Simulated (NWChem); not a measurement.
System: tert-butyl chloride (C4H9Cl); SMILES CC(C)(C)Cl

Excerpt of the output:

```
             Northwest Computational Chemistry Package (NWChem) 7.3.0
             --------------------------------------------------------

 C3  symmetry detected

                             Geometry "geometry" -> ""
                             -------------------------

 Output coordinates in angstroms (scale by  1.889725989 to convert to a.u.)

  No.       Tag          Charge          X              Y              Z
 ---- ---------------- ---------- -------------- -------------- --------------
    1 C                    6.0000    -0.30507834     1.41986474    -0.80406899
    2 C                    6.0000    -0.00000000     0.00000000    -0.35001607
    3 C                    6.0000     1.38217810    -0.44572678    -0.80406899
    4 C                    6.0000    -1.07709976    -0.97413796    -0.80406899
    5 Cl                  17.0000     0.00000000     0.00000000     1.46221642
    6 H                    1.0000    -0.31613464     1.46133056    -1.89154944
    7 H                    1.0000    -1.27658621     1.73967259    -0.43487381
    8 H                    1.0000     0.44928996     2.11047568    -0.43502371
    9 H                    1.0000     2.14489377     0.23571979    -0.43487381
   10 H                    1.0000     1.60308058    -1.44433436    -0.43502371
   11 H                    1.0000     1.42361671    -0.45688465    -1.89154944
   12 H                    1.0000    -1.10748207    -1.00444591    -1.89154944
   13 H                    1.0000    -2.05237054    -0.66614132    -0.43502371
   14 H                    1.0000    -0.86830755    -1.97539239    -0.43487381

 Effective nuclear repulsion energy (a.u.)     242.2140584002

      Symmetry information
      --------------------

 Group name             C3
 Group number              5
 Group order               3
 No. of unique centers     6

                                Z-matrix (autoz)
                                --------

 Units are Angstrom for bonds and degrees for angles

[...]

      ----------------------
      Optimization converged
      ----------------------

  Step       Energy      Delta E   Gmax     Grms     Xrms     Xmax
  ---- ---------------- -------- -------- -------- -------- --------
@    5    -617.45337449 -1.4D-07  0.00001  0.00000  0.00024  0.00078
                                     ok       ok       ok       ok

                                Z-matrix (autoz)
                                --------

 Units are Angstrom for bonds and degrees for angles

[...]

 Rotational Constants
 --------------------
 A=   0.151388 cm-1  (  0.217809 K)
 B=   0.100694 cm-1  (  0.144873 K)
 C=   0.100694 cm-1  (  0.144873 K)

 Temperature                      =   298.15K
 frequency scaling parameter      =   1.0000

 Zero-Point correction to Energy  =   76.807 kcal/mol  (  0.122401 au)
 Thermal correction to Energy     =   80.890 kcal/mol  (  0.128906 au)
 Thermal correction to Enthalpy   =   81.482 kcal/mol  (  0.129850 au)

 Total Entropy                    =   75.611 cal/mol-K
   - Translational                =   39.453 cal/mol-K (mol. weight =  92.0393)
   - Rotational                   =   24.261 cal/mol-K (symmetry #  =        3)
   - Vibrational                  =   11.897 cal/mol-K

 Cv (constant volume heat capacity) =   23.913 cal/mol-K
   - Translational                  =    2.979 cal/mol-K
   - Rotational                     =    2.979 cal/mol-K
   - Vibrational                    =   17.955 cal/mol-K

[normal modes left out]

 ----------------------------------------------------------------------------
 Normal Eigenvalue ||           Projected Infra Red Intensities
  Mode   [cm**-1]  || [atomic units] [(debye/angs)**2] [(KM/mol)] [arbitrary]
 ------ ---------- || -------------- ----------------- ---------- -----------
    1       -0.000 ||    0.000154           0.004         0.150       0.223
    2       -0.000 ||    0.000354           0.008         0.345       0.512
    3       -0.000 ||    0.000090           0.002         0.088       0.130
    4        0.000 ||    0.000593           0.014         0.578       0.858
    5        0.000 ||    0.000278           0.006         0.271       0.402
    6        0.000 ||    0.000762           0.018         0.743       1.104
    7      238.888 ||    0.000000           0.000         0.000       0.000
    8      290.688 ||    0.000028           0.001         0.028       0.041
    9      290.703 ||    0.000028           0.001         0.028       0.041
   10      300.291 ||    0.001274           0.029         1.242       1.844
   11      300.295 ||    0.001274           0.029         1.242       1.845
   12      372.937 ||    0.003991           0.092         3.891       5.777
   13      409.719 ||    0.000824           0.019         0.803       1.192
   14      409.722 ||    0.000824           0.019         0.803       1.192
   15      592.864 ||    0.024365           0.562        23.753      35.266
   16      838.734 ||    0.008134           0.188         7.929      11.773
   17      937.845 ||    0.000311           0.007         0.303       0.450
   18      937.849 ||    0.000311           0.007         0.303       0.449
   19      958.756 ||    0.000000           0.000         0.000       0.000
   20     1041.334 ||    0.000101           0.002         0.099       0.146
   21     1041.337 ||    0.000101           0.002         0.099       0.146
   22     1174.883 ||    0.061912           1.428        60.355      89.611
   23     1266.852 ||    0.006585           0.152         6.419       9.531
   24     1266.854 ||    0.006585           0.152         6.420       9.531
   25     1384.921 ||    0.020498           0.473        19.983      29.669
   26     1384.922 ||    0.020498           0.473        19.982      29.669
   27     1404.681 ||    0.004519           0.104         4.405       6.540
   28     1436.191 ||    0.000000           0.000         0.000       0.000
   29     1452.790 ||    0.000441           0.010         0.430       0.638
   30     1452.791 ||    0.000440           0.010         0.429       0.637
   31     1466.131 ||    0.006349           0.146         6.190       9.190
   32     1466.133 ||    0.006350           0.146         6.190       9.191
   33     1485.740 ||    0.008179           0.189         7.973      11.838
   34     3054.613 ||    0.011873           0.274        11.574      17.185
   35     3054.613 ||    0.011874           0.274        11.575      17.186
   36     3060.595 ||    0.017127           0.395        16.696      24.790
   37     3151.576 ||    0.002223           0.051         2.167       3.217
   38     3151.577 ||    0.002222           0.051         2.167       3.217
   39     3156.573 ||    0.029229           0.674        28.494      42.306
   40     3171.302 ||    0.000001           0.000         0.001       0.001
   41     3173.777 ||    0.014737           0.340        14.367      21.331
   42     3173.780 ||    0.014738           0.340        14.367      21.332
 ----------------------------------------------------------------------------
```

Level: PBE0/def2-SVP. 

### Question
Write an input that gives this output.

### Answer
One answer among several that fit: the input that was run:
```
start job
memory heap 200 mb stack 900 mb global 1100 mb
geometry units angstroms
  C     -0.355272     1.474725    -0.803848
  C     -0.040204     0.026624    -0.458907
  C      1.288037    -0.412756    -1.057259
  C     -1.171943    -0.903488    -0.870324
  Cl     0.117693    -0.077958     1.343402
  H     -0.460161     1.579034    -1.882075
  H     -1.284366     1.787174    -0.333137
  H      0.442001     2.131615    -0.464133
  H      2.093443     0.234781    -0.718987
  H      1.520224    -1.434159    -0.765947
  H      1.234384    -0.361761    -2.143066
  H     -1.297512    -0.870536    -1.950880
  H     -2.105013    -0.602724    -0.400263
  H     -0.951799    -1.927385    -0.577782
end
basis spherical
  * library def2-svp
end
dft
  xc pbe0
  iterations 150
end
driver
  maxiter 120
end
task dft optimize
task dft freq
```
